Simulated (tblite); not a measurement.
Record of a relaxation.

Species: C5H12AlNSi.
Atom-mapped SMILES: `[CH2:1]=[C:2]1[CH2:3][C@@H:4]([CH3:5])[AlH:6][NH:7][SiH2:8]1` (hydrogens: H9, H10 on C1; H11, H12 on C3; H13 on C4; H14, H15, H16 on C5; H17 on Al6; H18 on N7; H19, H20 on Si8)

Computed with GFN2-xTB (tblite), gas phase: L-BFGS steps from a force-field or distance-geometry start until the largest atomic force falls under 0.01 eV/Å. 5 of its 140 geometries are shown.

Step 0: E = -612.2021 eV, largest atomic force 2.801 eV/Å
```
atom  x, y, z in Å  |  force x, y, z in eV/Å
C1     -1.670    0.902    1.176   -0.339  -0.663  -0.296
C2     -1.195    0.449    0.017   -0.440   0.444   0.967
C3     -0.146    1.133   -0.767   -1.713   1.979  -0.996
C4      1.160    0.452   -0.844    1.184  -0.844  -0.693
C5      2.065    0.758    0.362    0.462  -0.164  -0.285
Al6     1.089   -1.532   -0.917   -0.410  -1.535   1.558
N7     -0.537   -2.354   -0.344    0.872   0.803   0.736
Si8    -1.818   -1.158   -0.644   -0.128  -1.524   0.276
H9     -2.436    0.294    1.669    0.304   0.556   0.004
H10    -1.379    1.819    1.648    0.150   0.142   0.118
H11    -0.046    2.154   -0.344    0.185  -0.091  -0.170
H12    -0.571    1.292   -1.808    0.385  -0.218   0.770
H13     1.675    0.799   -1.746    0.170   0.572  -0.128
H14     3.100    0.889   -0.039   -0.690   0.017   0.757
H15     1.684    1.685    0.826    0.588  -0.540   0.072
H16     2.061   -0.098    1.074    0.065   0.769  -0.194
H17     2.458   -2.294   -0.496   -0.585   0.291  -0.480
H18    -0.424   -2.494    0.705   -0.229  -0.007  -1.625
H19    -3.005   -1.570    0.141    0.168   0.020  -0.215
H20    -2.070   -1.115   -2.081    0.001  -0.007  -0.175
```

Step 35: E = -613.1398 eV, largest atomic force 0.209 eV/Å
```
atom  x, y, z in Å  |  force x, y, z in eV/Å
C1     -1.643    1.048    1.202    0.043   0.003  -0.054
C2     -1.193    0.480    0.091   -0.014  -0.204   0.019
C3     -0.199    1.163   -0.803   -0.071  -0.081   0.057
C4      1.177    0.449   -0.828   -0.090   0.097  -0.037
C5      2.021    0.847    0.410   -0.053  -0.010  -0.026
Al6     1.173   -1.572   -0.661   -0.027   0.111  -0.017
N7     -0.407   -2.327   -0.255   -0.105  -0.010  -0.018
Si8    -1.761   -1.232   -0.487   -0.093  -0.021  -0.146
H9     -2.339    0.550    1.860   -0.007   0.054  -0.064
H10    -1.336    2.041    1.496    0.030   0.001   0.083
H11    -0.070    2.208   -0.490    0.030  -0.033  -0.002
H12    -0.622    1.174   -1.812    0.097  -0.036  -0.034
H13     1.682    0.844   -1.724    0.162   0.064   0.084
H14     3.080    0.641    0.237   -0.061  -0.138   0.020
H15     1.935    1.906    0.664   -0.052  -0.011  -0.108
H16     1.689    0.265    1.276    0.074   0.107   0.055
H17     2.497   -2.341   -0.796   -0.050  -0.010   0.021
H18    -0.659   -3.296   -0.087    0.046   0.144  -0.031
H19    -2.964   -1.679    0.238    0.187  -0.038  -0.007
H20    -2.066   -1.158   -1.944   -0.044   0.010   0.204
```

Step 70: E = -613.2997 eV, largest atomic force 0.095 eV/Å
```
atom  x, y, z in Å  |  force x, y, z in eV/Å
C1     -1.550    1.043    1.162    0.017   0.019   0.022
C2     -1.152    0.424    0.058   -0.030  -0.022   0.048
C3     -0.156    1.067   -0.869   -0.045   0.035   0.018
C4      1.260    0.460   -0.735   -0.002  -0.043  -0.001
C5      1.970    0.975    0.533    0.025  -0.042  -0.025
Al6     1.190   -1.556   -0.729    0.015   0.051   0.027
N7     -0.447   -2.291   -0.651    0.015   0.024  -0.044
Si8    -1.845   -1.272   -0.398    0.015  -0.081  -0.047
H9     -2.247    0.594    1.850   -0.013   0.008  -0.033
H10    -1.200    2.029    1.432    0.042   0.038   0.018
H11    -0.108    2.141   -0.657   -0.003   0.060  -0.029
H12    -0.499    0.940   -1.900    0.011  -0.030   0.007
H13     1.846    0.849   -1.587   -0.010  -0.017   0.017
H14     2.890    0.412    0.706    0.009   0.025  -0.031
H15     2.228    2.031    0.442   -0.025   0.019   0.030
H16     1.337    0.847    1.411   -0.041  -0.019  -0.020
H17     2.476   -2.391   -0.713    0.013  -0.042   0.025
H18    -0.676   -3.264   -0.806   -0.005  -0.030  -0.004
H19    -2.682   -1.821    0.677    0.021   0.004   0.016
H20    -2.642   -1.208   -1.638   -0.008   0.042   0.007
```

Step 104: E = -613.3257 eV, largest atomic force 0.014 eV/Å
```
atom  x, y, z in Å  |  force x, y, z in eV/Å
C1     -1.467    1.066    1.163   -0.013   0.005  -0.001
C2     -1.123    0.417    0.058   -0.012   0.004   0.003
C3     -0.157    1.028   -0.918    0.002  -0.002   0.005
C4      1.273    0.464   -0.743    0.007  -0.006  -0.002
C5      1.919    0.973    0.557   -0.003   0.001  -0.004
Al6     1.188   -1.551   -0.708   -0.002   0.009  -0.002
N7     -0.462   -2.245   -0.854    0.003   0.000   0.000
Si8    -1.836   -1.280   -0.368    0.003  -0.003  -0.002
H9     -2.150    0.645    1.882   -0.001  -0.004   0.004
H10    -1.091    2.053    1.395    0.001   0.000   0.008
H11    -0.140    2.118   -0.792    0.008   0.005   0.003
H12    -0.494    0.810   -1.936    0.002  -0.002   0.000
H13     1.872    0.883   -1.569    0.003  -0.003  -0.004
H14     2.906    0.526    0.689    0.001  -0.004  -0.004
H15     2.033    2.059    0.548    0.009   0.005  -0.010
H16     1.310    0.702    1.420   -0.004  -0.008  -0.001
H17     2.414   -2.427   -0.402   -0.002   0.003   0.009
H18    -0.709   -3.184   -1.142    0.005   0.008  -0.005
H19    -2.505   -1.877    0.796   -0.006   0.002  -0.003
H20    -2.787   -1.169   -1.488    0.001  -0.008   0.006
```

Step 139: E = -613.3286 eV, largest atomic force 0.009 eV/Å
```
atom  x, y, z in Å  |  force x, y, z in eV/Å
C1     -1.493    1.047    1.170    0.002  -0.004   0.003
C2     -1.127    0.413    0.064   -0.002  -0.006   0.003
C3     -0.165    1.048   -0.902    0.001  -0.005   0.000
C4      1.264    0.470   -0.772    0.005  -0.003   0.000
C5      1.958    0.958    0.511   -0.001   0.005   0.004
Al6     1.176   -1.538   -0.655    0.001   0.001   0.000
N7     -0.458   -2.240   -0.900   -0.002  -0.003   0.000
Si8    -1.827   -1.287   -0.379    0.002  -0.003   0.002
H9     -2.176    0.608    1.878    0.003   0.000   0.004
H10    -1.134    2.037    1.416    0.005  -0.006   0.003
H11    -0.138    2.132   -0.741    0.002   0.004  -0.002
H12    -0.519    0.866   -1.920   -0.006  -0.002  -0.007
H13     1.840    0.883   -1.615    0.003   0.001   0.000
H14     2.924    0.461    0.628   -0.006   0.002  -0.005
H15     2.127    2.036    0.495    0.001   0.000   0.001
H16     1.353    0.717    1.386   -0.005   0.005  -0.003
H17     2.372   -2.363   -0.149   -0.002   0.000   0.004
H18    -0.707   -3.160   -1.238   -0.001   0.008   0.002
H19    -2.475   -1.898    0.790   -0.005   0.004  -0.003
H20    -2.800   -1.179   -1.480    0.004   0.003  -0.004
```

Task: Summarise the path.

Result: The energy falls by 1.1265 eV from step 0 to step 139; nine tenths of that is first reached at step 43. It rises by more than 0.2 meV at step 16. The largest force goes from 2.801 to 0.009 eV/Å. Among the bonds Al6–N7 changes most, from 1.910 to 1.795 Å; the atoms move by 0.705 Å rms after alignment.

Task: Follow the three bonds and two angles with the largest change from start to end.

Result: 
| step | E above end (eV) | largest force (eV/Å) | Al6–N7 (Å) | Al6–H17 (Å) | C3–C4 (Å) | Al6–N7–H18 (°) | Al6–N7–Si8 (°) |
| --- | --- | --- | --- | --- | --- | --- | --- |
| 0 | 1.1265 | 2.801 | 1.910 | 1.622 | 1.476 | 105.2 | 105.8 |
| 6 | 0.5639 | 0.403 | 1.805 | 1.508 | 1.544 | 106.2 | 112.0 |
| 12 | 0.4333 | 0.430 | 1.792 | 1.547 | 1.565 | 120.1 | 114.5 |
| 18 | 0.3541 | 0.211 | 1.797 | 1.537 | 1.552 | 130.3 | 113.7 |
| 24 | 0.2886 | 0.229 | 1.795 | 1.516 | 1.550 | 131.2 | 111.5 |
| 30 | 0.2387 | 0.236 | 1.797 | 1.539 | 1.540 | 127.3 | 111.1 |
| 36 | 0.1771 | 0.276 | 1.794 | 1.537 | 1.548 | 132.1 | 112.9 |
| 42 | 0.1200 | 0.219 | 1.804 | 1.539 | 1.549 | 131.5 | 114.3 |
| 48 | 0.0697 | 0.147 | 1.795 | 1.537 | 1.548 | 128.2 | 117.7 |
| 54 | 0.0504 | 0.080 | 1.792 | 1.535 | 1.544 | 127.2 | 118.7 |
| 60 | 0.0425 | 0.083 | 1.793 | 1.536 | 1.546 | 126.1 | 119.3 |
| 66 | 0.0333 | 0.098 | 1.798 | 1.538 | 1.551 | 127.0 | 119.8 |
| 73 | 0.0237 | 0.115 | 1.797 | 1.538 | 1.548 | 126.9 | 119.8 |
| 79 | 0.0147 | 0.096 | 1.795 | 1.533 | 1.546 | 126.7 | 119.5 |
| 85 | 0.0088 | 0.077 | 1.795 | 1.540 | 1.548 | 126.3 | 119.9 |
| 91 | 0.0042 | 0.049 | 1.796 | 1.537 | 1.548 | 126.7 | 119.4 |
| 97 | 0.0034 | 0.026 | 1.797 | 1.536 | 1.548 | 127.0 | 119.3 |
| 103 | 0.0030 | 0.024 | 1.796 | 1.538 | 1.547 | 127.2 | 119.1 |
| 109 | 0.0026 | 0.020 | 1.796 | 1.537 | 1.547 | 127.3 | 119.0 |
| 115 | 0.0023 | 0.016 | 1.796 | 1.537 | 1.548 | 127.2 | 119.1 |
| 121 | 0.0018 | 0.027 | 1.795 | 1.537 | 1.547 | 127.5 | 118.8 |
| 127 | 0.0008 | 0.026 | 1.796 | 1.540 | 1.547 | 128.0 | 118.2 |
| 133 | 0.0004 | 0.028 | 1.796 | 1.538 | 1.547 | 128.5 | 117.8 |
| 139 | 0.0000 | 0.009 | 1.795 | 1.538 | 1.546 | 128.7 | 117.4 |

What follows is the cost of the whole relaxation. Hardware: one thread, Arm Neoverse N1 (aarch64), shared host with 64 logical CPUs at a one-minute load of 61. Cost: 2.2 s of wall time.
